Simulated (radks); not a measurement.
Q: These are the eigenvalues of the occupied orbitals of an atom or ion with whole-number occupations (eV). All-electron calculation, Dirac Kohn-Sham, exchange-only LDA, spin-unpolarised, spherical densities, finite nucleus; Fermi nuclear charge, rms radius of each element as measured or else 0.836 A^(1/3) + 0.57 fm. Program: a radial shooting solver on a logarithmic mesh with Libxc functionals.

1s1/2: -4886.050
2s1/2: -567.2569
2p1/2: -479.5173
2p3/2: -473.7669
3s1/2: -92.9590
3p1/2: -69.6342
3p3/2: -68.9373
3d3/2: -33.3517
3d5/2: -33.2886

Which element is it, and in what charge state? The configuration may be excited. Open shells, if any, are shared by 2j + 1.

A: Z = 22, titanium, charge +3: Ti3+ in [Ar] 3d1. The list shows which subshells hold electrons but not how many an open one holds; the 1s level, -179.56 hartree, gives Z - s = 19.0 by -(Z - s)^2/2, which with screening and relativity narrows Z to a few neighbours, and the depths of the outer levels then fix element, charge and occupations together.
